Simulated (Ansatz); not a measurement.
Isolated molecules relaxed with PBE0-D4/def2-TZVP in Ansatz; ΔE leaves out vibrations. CBS: MP2 limit from def2 TZ/QZ plus the TZ coupled-cluster correction, frozen cores. This one scheme is used for every species. Functionals use def2-TZVPP. Each species was taken in one conformer, which may not be the lowest.

`CSC(C)(C)C` + `SBCl` → `CSBCl` + `CSC(C)C`  (substitution at a C–C bond)

CCSD(T)/CBS gives +0.19 eV.

(1) Another level gave +0.22 eV. Which?
A. BHLYP/def2-TZVPP
B. revPBE/def2-TZVPP
C. RPA@PBE/def2-TZVPP
D. r2SCANh-D4/def2-TZVPP

Largest T1 diagnostic among the species: 0.013.

Answers

(1) C. RPA@PBE/def2-TZVPP 0.22, BHLYP 0.09, r2SCANh-D4 0.14, revPBE -0.01 eV.

Leaving LDA and LC-ωPBE aside and taking each functional with its dispersion term where it has one, the values, not all of them listed here, spread over 0.07 eV, from PBE-D4 to ωB97M-V. LDA lies +0.14 eV from PBE without D4. In def2-TZVPP, CCSD(T) changes the Hartree–Fock value by +0.13 eV (the triples alone add +0.01 eV) and MP2 by +0.15 eV. From BLYP to BHLYP (50 % exact exchange), in def2-TZVPP and without D4, ΔE moves by +0.09 eV.
